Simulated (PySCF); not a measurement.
An unknown is described by computed data only.

Formula: C4H4ClF2N.

- NMR, other nuclei: isotropic shieldings of nuclei other than C and H, by class: -61 (1 N), 355 (1 F), 435 (1 F), 881 (1 Cl) ppm [GIAO PBE0/pcSseg-1]
- 13C NMR: chemical shifts (computed TMS as zero) by class: 119.6 (1 C), 89.5 (1 C), 82.4 (1 C), 45.2 (1 C) ppm [GIAO PBE0/pcSseg-1]
- Rotational structure: rotational constants A, B, C: 1.758, 1.581, 1.081 GHz [PBE0-D3(BJ)/def2-SVP]
- Polarisability: 66.4 au [B3LYP/def2-SVPD]
- 1H NMR: chemical shifts (computed TMS as zero) by class: 4.75 (1 H), 4.73 (1 H), 3.91 (1 H), 3.54 (1 H) ppm [GIAO PBE0/pcSseg-1]
- UV, first state: lowest singlet excitation: 6.92 eV (179 nm, f = 0.004) [TDDFT B3LYP/def2-SVPD]
- Valence photoelectron: vertical ionisation energy: 11.45 eV [ΔSCF B3LYP/def2-SVPD]
- XPS: Cl2p3/2 206.9, C1s 293.1, C1s 293.3, C1s 294.3, C1s 295.3, N1s 406.1, F1s 693.6, F1s 693.6, Cl1s 2829.5 eV [ΔSCF SCAN, pcX-2 on the ionised atom, pcseg-1 elsewhere, spin-free X2C, 2p3/2 from a spin–orbit splitting computed afterwards within the 2p shell]
- Dipole: 1.83 D [B3LYP/def2-SVPD]

The electronic properties come from PySCF, for the isolated species, density fitting. Levels stand in brackets. Isolated species at its PBE0-D3(BJ)/def2-SVP geometry (one conformer only). NMR classes are plain means over equivalent atoms (diastereotopic ones count apart unless rotation or inversion swaps them), as if these changed places fast.

Question: Propose a structure and show how it fits.

Answer: Numbering: `[N:1]#[C:2][C@@:3]([F:4])([CH2:5][F:6])[CH2:7][Cl:8]`. Its formula, C4H4ClF2N, gives 2 degrees of unsaturation: 0 rings and 2 π bonds in the structure found. 4 carbons fall into 4 classes; from least to most shielded: nitrile carbon [C2] (119.6 ppm), sp3 C–F carbon [C3] (89.5 ppm), sp3 C–F carbon [C5] (82.4 ppm), sp3 C–Cl carbon [C7] (45.2 ppm). Hydrogen classes from least to most shielded: 1 H on an sp3 C–F carbon, C5 (4.75 ppm), 1 H on an sp3 C–F carbon, C5 (4.73 ppm), 1 H on an sp3 C–Cl carbon, C7 (3.91 ppm), 1 H on an sp3 C–Cl carbon, C7 (3.54 ppm). The other shieldings belong to: -61 ppm, nitrile nitrogen [N1]; 355 ppm, alkyl fluorine [F4]; 435 ppm, alkyl fluorine [F6]; 881 ppm, alkyl chlorine [Cl8]. The core levels belong to: Cl2p3/2 206.9 eV, alkyl chlorine [Cl8]; C1s 293.1 eV, nitrile carbon [C2]; C1s 293.3 eV, sp3 C–Cl carbon [C7]; C1s 294.3 eV, sp3 C–F carbon [C5]; C1s 295.3 eV, sp3 C–F carbon [C3]; N1s 406.1 eV, nitrile nitrogen [N1]; F1s 693.6 eV, alkyl fluorine [F4]; F1s 693.6 eV, alkyl fluorine [F6]; Cl1s 2829.5 eV, alkyl chlorine [Cl8]. The hole state at 293.1 eV has ⟨S²⟩ = 0.82 against 0.75, so that value is less sure. S1 is mainly HOMO−1→LUMO (weight 0.88); the largest Löwdin shares of the orbital it empties are 0.68 on the alkyl chlorine, 0.10 on the sp3 C–Cl carbon and 0.06 on an sp3 C–F carbon, of the orbital it fills 0.26 on the nitrile nitrogen, 0.22 on the nitrile carbon, 0.13 on an sp3 C–F carbon and 0.12 on an alkyl fluorine. The optimised geometry has point group C1 and is an asymmetric top. Structure: `N#C[C@@](F)(CF)CCl`. The assignments are read from this structure; whether some other isomer fits the data as well wasn't checked. The mirror image fits equally.

The values belong to the conformer `[N:1]#[C:2][C@@:3]([F:4])([CH2:5][F:6])[CH2:7][Cl:8]`: C2–C3–C5–F6 174°, C2–C3–C7–Cl8 -60°.
